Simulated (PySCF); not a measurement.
In2(mu-Cl)2(Cl)4, Cl₆In₂, singlet at its CAM-B3LYP/def2-SVP optimised geometry (Å):

```
8

In     1.7760    -1.9414    -2.3797
In    -0.8797    -1.0916     0.0000
Cl    -0.7540    -1.9404    -2.3801
Cl     2.5470    -0.2511    -3.7615
Cl     2.5459    -4.1250    -2.3788
Cl     1.6504    -1.0916     0.0000
Cl    -1.6504     1.0916     0.0000
Cl    -1.6498    -2.7827     1.3812
```

Computed with CAM-B3LYP/def2-TZVP, def2 effective core potentials past Kr run with PySCF. The core electrons that the potentials of In replace are not part of the density. Cells within 0.4 Å of a nucleus heavier than hydrogen are left out (blank, or x).

Map of the electrostatic potential (hartree/e), clipped to [-0.08, 0.12] on the plane z = 0.0 Å:

```
|0000000000000000000000000000000|
|0000000000000000000000000000000|
|0000000000000000000000000000000|
|0000000000000000000000000000000|
|0000000010000000000000000000000|
|0000011222110000000000000000000|
|0000013566531000000000000000000|
|0000137999983100000000000000000|
|0000269999999300000000000000000|
|0000399999999610000111111111100|
|00014999xxx99931111111111111111|
|00014999xxx99942221111111111111|
|00004999xx999964332221111111111|
|0000399999999997543322221111111|
|0001269999999999975555543211111|
|0111249999999999999999996422111|
|1112359999999999999999999742211|
|1123579999999999999999999963222|
|12246999999xx99999999xx99984322|
|12346999999xxx999999xxx99994322|
|12346999999xx9999999xxx99994322|
|1224589999999999999999999974322|
|1223469999999999999999999953322|
|1122357999999999999999998543222|
|1112235899999999987777764332222|
|1111124589999999765444433222211|
|0000112456777766544333222221111|
|0000011234444444433322221111111|
|0000000112222222222222111111111|
|0000000001111112222111111000000|
|0000000000000111111111100000000|
```
Scale: ten equal steps from -0.008 (start of '0') to 0.120 (end of '9'), in the order '0123456789'; x runs from -4.00 to 4.00, y from -4.00 (bottom) to 4.00 (top).
